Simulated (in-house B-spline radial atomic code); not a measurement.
## Correlation energy from the adiabatic connection: −Z/r, Z = 0.823, wall at 1.51 bohr

Two electrons in a singlet, external potential −Z/r, Z = 0.823, wall at 1.51 bohr (atomic units). Full CI in B-splines (partial waves to l = 8, correlation up to 0.6 % small) with the density held fixed gives W(λ) = <V_ee>_λ − U, and E_c is the integral of W(λ) − W(0) from 0 to 1.

| λ | W(λ) − W(0) (hartree) |
| --- | --- |
| 0 | 0.00000 |
| 0.02 | -0.00206 |
| 0.05 | -0.00511 |
| 0.12 | -0.01209 |
| 0.25 | -0.02456 |
| 0.4 | -0.03818 |
| 0.6 | -0.05515 |
| 0.8 | -0.07089 |
| 1 | -0.08550 |

Q: Integrate the table by the trapezoid rule.

A: The strips give -0.00002, -0.00011, -0.00060, -0.00238, -0.00471, -0.00933, -0.01260, -0.01564, which sum to -0.04539 hartree. The direct value, W(1) − W(0) + T_c with T_c = 0.04003, is -0.04547; the curve is convex, so chords lie above it and the trapezoids fall short in size by 0.18 %.

Q: Now use only three numbers: W(0) = -1.2466, the initial slope W'(0) = -0.1032 (extrapolated from the first points) and the strong-coupling limit of the point-charge-plus-continuum model, W∞ = -1.3358. What do second-order theory and the interpolation W(λ) = W∞ + (W(0) − W∞)/√(1 + 2χλ) of Seidl, Perdew and Levy give?

A: Second order keeps the slope alone: E_c = W'(0)/2 = -0.05160, +13 % in size against -0.04547. Matching the slope fixes χ = W'(0)/(W∞ − W(0)) = -0.1032/(-0.08920) = 1.15695. Integrating, with s = √(1 + 2χ) = 1.820412, E_c = −(W(0) − W∞)(s − 1)/(s + 1) = −0.08920 × 0.820412/2.820412 = -0.02595 hartree, -42.9 % in size against the full result. At λ = 1 the formula gives W − W(0) = -0.04020 against -0.08550. Part of the miss can come from the model's W∞, which here lies above the computed W at λ = 10, -1.56756.
